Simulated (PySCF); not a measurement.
A structure optimised at PBE-D3(BJ)/def2-SVP, used in a PySCF frequency run:

```xyz
13

C     -0.8435     2.2367     0.0000
C     -0.0711     1.1290     0.0000
F      1.2771     1.2655     0.0000
C     -0.5371    -0.2505     0.0000
C      0.2812    -1.3294     0.0000
C     -0.1730    -2.7529     0.0000
H     -1.9369     2.1406     0.0000
H     -0.3907     3.2372     0.0000
H     -1.6323    -0.3814     0.0000
H      1.3698    -1.1463     0.0000
H      0.2176    -3.2982    -0.8869
H     -1.2775    -2.8398     0.0000
H      0.2176    -3.2982     0.8869
```
Charge 0, spin multiplicity 1.

Problem. Write its SMILES, formula and point group.

Solution. C=C(F)/C=C/C, C5H7F, Cs

Problem. What are its rotational constants (standard atomic weights)?

Solution. 9.0545, 1.8947, 1.5824 GHz
